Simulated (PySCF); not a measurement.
**Working out the ionisation energy of Sb¹¹⁺**

Sb¹¹⁺ [Kr] 4d4 (5D) → Sb¹²⁺ [Kr] 4d3 (4F). All numbers are calculated (PySCF 2.14, the spin-free X2C one-electron Hamiltonian (Gaussian nucleus), in an uncontracted even-tempered set (21 s from 0.39 bohr⁻², ratio 2.5; 15 p from 0.51 bohr⁻², ratio 2.5; 10 d from 0.51 bohr⁻², ratio 2.5; 4 f from 2.6 bohr⁻², ratio 2.7; 4 g from 3.8 bohr⁻², ratio 2.7)). Frozen: [Ar] 3d10; the 48 highest virtual orbitals dropped. Energies in hartree (1 hartree = 27.21139 eV):

```
             part  Sb¹¹⁺ (lower)  Sb¹²⁺ (upper)
              UHF   -6438.935754   -6430.157356
MP2 opposite-spin      -0.267057      -0.252016
    MP2 same-spin      -0.112779      -0.091266
```

Problem. What does Hartree-Fock give?

Solution. (-6430.157356) − (-6438.935754) = 8.778398 hartree = 238.872 eV.

Problem. What do MP2 and SCS-MP2 (6/5 opposite-spin, 1/3 same-spin) give?

Solution. The opposite-spin parts differ by 0.409 eV and the same-spin parts by 0.585 eV. MP2: 238.872 + (0.409) + (0.585) = 239.866 eV. SCS-MP2: 238.872 + 1.2 × (0.409) + (0.585)/3 = 239.558 eV.

A first-order spin-orbit estimate adds -0.373 eV to MP2 (outer shells), giving 239.493 eV against 238 ± 2.5 eV (theoretical estimate listed by NIST; NIST Atomic Spectra Database, ionization energies).

What remains against the reference includes basis incompleteness, the frozen core and correlation beyond second order.
